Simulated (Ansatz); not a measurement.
Program: Ansatz. Geometries: PBE0-D4/def2-TZVP. ΔE: electronic, gas phase. CCSD(T)/CBS adds triple-zeta CCSD(T) − MP2 to the extrapolated MP2 energy (def2 sets, frozen cores). This one scheme is used for every species, atoms too. For atomizations the MP2-based limit and the directly extrapolated one differ by several kJ/mol either way, and by 10 to 25 for some Ge, Se and Sn compounds, so smaller differences from it don't rank the levels. Functionals use def2-TZVPP. HSE06 is defined as in plane-wave codes. Open shells (•) are unrestricted, without spin–orbit coupling. Spin–orbit coupling would lower the free atoms: a little for C, F, Si.

Reaction (atomization): `C#C[Si](C)(F)F` → 3 C• + 2 F• + 4 H• + Si•

`C#C[Si](C)(F)F`:

```xyz
10

C     1.871    0.453    1.787
C     0.835    0.194    1.227
Si   -0.688   -0.184    0.316
C    -0.487   -0.098   -1.506
F    -1.811    0.828    0.794
F    -1.172   -1.632    0.748
H     2.783    0.680    2.290
H    -1.428   -0.333   -2.007
H    -0.174    0.903   -1.809
H     0.271   -0.810   -1.841
```

Problem. What is ΔE at CCSD(T)/CBS? (Best estimate.)

Solution. Ansatz gave: +1054.4 kcal/mol.

Problem. What do these levels give: HSE06-D4, PBE0, LC-ωPBE, HF/def2-SVP, SCS-MP2/def2-TZVPP, HF/CBS(def2)? (An estimate is asked.)

Solution. Computed: HSE06-D4 1051.1, PBE0 1046.2, LC-ωPBE 1048.9, HF/def2-SVP 780.7, SCS-MP2/def2-TZVPP 1044.3, HF/CBS(def2) 789.7 kcal/mol.

Largest T1 diagnostic among the species: 0.012.

At CCSD(T), def2-SVP lies −65.5 kcal/mol from the extrapolated value and def2-TZVPP −28.0 kcal/mol: correlation converges slowly with the basis, and small sets miss more of it in the bonded molecule than in its fragments. The D4 term adds +8.0 kcal/mol with B3LYP and +4.2 kcal/mol with PBE0; it sums over pairs of atoms, weighted by their polarisabilities, and B3LYP, whose exchange is more repulsive, gets the larger term.

B3LYP here is the variant with VWN-RPA as its local correlation; programs differ in this.
